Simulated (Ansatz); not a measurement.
Mulliken charges of CH3F3STi (`C[S][Ti]([F])([F])[F]`) from PBE/def2-TZVPP in Ansatz (PBE0-D4/def2-TZVP geometry).

```csv
atom,x (Å),y (Å),z (Å),charge (e)
C1,-0.016,-1.274,0.874,-0.249
S2,1.302,-0.561,-0.165,-0.173
Ti3,0.125,1.219,-0.885,0.961
F4,-1.314,0.618,-1.684,-0.319
F5,1.169,2.127,-1.944,-0.305
F6,-0.385,2.127,0.525,-0.319
H7,-0.304,-0.582,1.665,0.137
H8,-0.883,-1.543,0.271,0.137
H9,0.395,-2.176,1.326,0.130
```

**Question.** By hand: the dipole of these point charges (1 e Å = 4.8032 D).

**Answer.** Σ q r = (-0.027, -0.513, 0.361) e Å, of length 0.628 e Å = 3.02 D.

**Question.** How does the dipole of the full density compare? (An estimate is asked.)

**Answer.** Ansatz gave: (-0.086, -0.329, 0.260) e Å, 2.06 D; the point charges give 1.47 times that, at 10° from its direction.

Point charges leave out the atoms' own dipoles, such as those of lone pairs, and Mulliken's split depends on the basis, so the two needn't agree.
